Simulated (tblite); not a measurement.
Compound: C₆H₇O₂PS.
Z-matrix (Å and degrees, GFN2-xTB geometry), rows numbered from 1:
```
C 
O   1  1.4176
C   2  1.3464  1  116.03
O   3  1.2072  2  123.43  1    -0.02
C   3  1.4619  2  110.74  1   179.97
S   5  1.7287  3  117.08  2     0.09
C   6  1.7076  5   94.40  3   179.98
P   7  1.7079  6  119.22  5     0.01
C   5  1.3723  3  125.96  2  -179.92
C   9  1.4924  5  122.87  3     0.03
H   1  1.0922  2  110.32  3    60.23
H   1  1.0922  2  110.30  3   -59.92
H   1  1.0868  2  106.13  3  -179.85
H   7  1.0760  6  116.52  5  -179.99
H  10  1.0891  9  110.35  5   -58.88
H  10  1.0891  9  110.34  5    58.92
H  10  1.0879  9  110.38  5  -179.99
```

Method: GFN2-xTB as coded in tblite; computed harmonic values from a numerical Hessian at the method's own geometry, unscaled. This tight-binding method is rough: wavenumbers can miss measured ones by several per cent, in bad cases by 10 to 20. One conformer, not necessarily the lowest.

Harmonic wavenumbers (cm⁻¹): 46.5, 56.3, 87.2, 99.5, 118.2, 161.7, 239.0, 259.4, 290.0, 332.7, 344.7, 425.8, 470.5, 481.0, 543.0, 702.8, 709.5, 715.4, 813.2, 828.3, 946.7, 977.4, 1011.2, 1044.4, 1080.9, 1125.3, 1146.7, 1155.3, 1172.0, 1219.0, 1388.1, 1398.7, 1441.6, 1450.8, 1461.1, 1464.1, 1481.7, 1738.1, 2973.9, 2986.2, 3007.0, 3026.0, 3028.6, 3046.2, 3114.2.

A = 1846, B = 751.9, C = 537.9 MHz; mass 173.990 u (most abundant isotopes); point group Cs, symmetry number 1.

Question: What is the zero-point energy?

Answer: Half the sum of the wavenumbers: 25805 cm⁻¹ = 308.70 kJ/mol.

Question: Entropy at 298.15 K, 1 bar (ideal gas, RRHO, classical rotation)?

Answer: Translation 173.20, rotation 127.38, vibration 145.30: S = 445.9 J/(mol K).

Question: And Cp and H(298.15 K) − H(0)?

Answer: Cp = 169.73 J/(mol K), of which vibrations give 136.47 (their classical limit is 45 R = 374.2); H(298.15 K) − H(0) = 31.97 kJ/mol without the zero-point energy, 22.05 from vibrations.

Question: Blend soft modes into free rotors: weight 1/[1 + (100 cm⁻¹/ν̃)⁴] for the oscillator and the rest for a rotor with moment μB/(μ + B), μ = h/(8π²ν), B = 10⁻⁴⁴ kg m². What vibrational entropy results?

Answer: 131.71 J/(mol K) in place of 145.30, which changes −T·S at 298.15 K by +4.05 kJ/mol.

Question: How do the functions run with temperature in this model?

Answer: 
```tsv
T (K)	S (J/(mol K))	Cp (J/(mol K))	H − H(0) (kJ/mol)	G − H(0) (kJ/mol)	ln q(vib)
100	311.0	88.9	6.08	-25.02	2.31
200	386.2	131.5	17.17	-60.07	5.57
300	446.9	170.4	32.28	-101.80	8.64
500	550.3	236.4	73.33	-201.83	14.33
800	676.1	297.2	154.29	-386.55	22.02
1000	745.3	322.5	216.41	-528.85	26.61
```

q(vib) and H(0) count from the zero-point level.

Hindered rotation and anharmonicity are outside this model. Other conformers, if any are populated, would add a mixing term that is left out.
